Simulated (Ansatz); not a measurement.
CrP₃H₉Br₃⁻, that is fac-CrBr3(PH3)3 with one electron more. The state is a quintet with charge -1. Geometry PBE0-D4/def2-SVP; atoms count from 1.

```xyz
16

Cr    0.1602    1.0893    0.5217
Br   -1.7436    2.3983   -0.4556
P     1.6423   -0.8316    1.1941
H     2.5972   -1.4376    0.3245
H     1.1448   -2.0439    1.7678
H     2.5288   -0.4778    2.2372
Br   -0.4457    0.9687    2.9395
P     0.5870    0.6490   -1.9029
H     0.8322    1.8345   -2.6335
H    -0.3962    0.0842   -2.7750
H     1.6984   -0.1078   -2.3760
Br    2.7204    1.9894    0.0620
P    -2.2739   -0.9953    0.1641
H    -2.8595   -0.2362    1.2105
H    -2.9320   -2.2226    0.5330
H    -3.2605   -0.6605   -0.8114
```

The name describes the quartet; other states may take another shape.

Estimate the Mulliken populations from the PBE0/def2-TZVP orbitals of Ansatz.


```json
{"atom": "Cr1", "charge (e)": "0.40", "spin (α − β)": "4.10", "d electrons": "4.72"}
{"atom": "Br2", "charge (e)": "-0.52", "spin (α − β)": "-0.02", "d electrons": "–"}
{"atom": "P3", "charge (e)": "-0.11", "spin (α − β)": "-0.05", "d electrons": "–"}
{"atom": "H4", "charge (e)": "0.06", "spin (α − β)": "0.00", "d electrons": "–"}
{"atom": "H5", "charge (e)": "0.05", "spin (α − β)": "0.00", "d electrons": "–"}
{"atom": "H6", "charge (e)": "0.11", "spin (α − β)": "0.01", "d electrons": "–"}
{"atom": "Br7", "charge (e)": "-0.52", "spin (α − β)": "-0.02", "d electrons": "–"}
{"atom": "P8", "charge (e)": "-0.10", "spin (α − β)": "-0.06", "d electrons": "–"}
{"atom": "H9", "charge (e)": "0.11", "spin (α − β)": "0.01", "d electrons": "–"}
{"atom": "H10", "charge (e)": "0.05", "spin (α − β)": "0.00", "d electrons": "–"}
{"atom": "H11", "charge (e)": "0.07", "spin (α − β)": "0.00", "d electrons": "–"}
{"atom": "Br12", "charge (e)": "-0.61", "spin (α − β)": "0.04", "d electrons": "–"}
{"atom": "P13", "charge (e)": "-0.24", "spin (α − β)": "0.00", "d electrons": "–"}
{"atom": "H14", "charge (e)": "0.13", "spin (α − β)": "0.00", "d electrons": "–"}
{"atom": "H15", "charge (e)": "0.03", "spin (α − β)": "0.01", "d electrons": "–"}
{"atom": "H16", "charge (e)": "0.08", "spin (α − β)": "0.00", "d electrons": "–"}
```
Mulliken values depend strongly on the basis.

Where does the spin sit?

Summed by element: Cr 4.10, Br -0.01, P -0.11, H 0.02, of 4 unpaired in all. Largest on single atoms: Cr1 4.10, P8 -0.06, P3 -0.05.

And the Mayer bond orders between heavy atoms (over 0.3)?

Cr1–Br2 0.70 (2.51 Å); Cr1–P3 0.46 (2.52 Å); Cr1–Br7 0.73 (2.50 Å); Cr1–P8 0.47 (2.50 Å); Cr1–Br12 0.46 (2.75 Å).
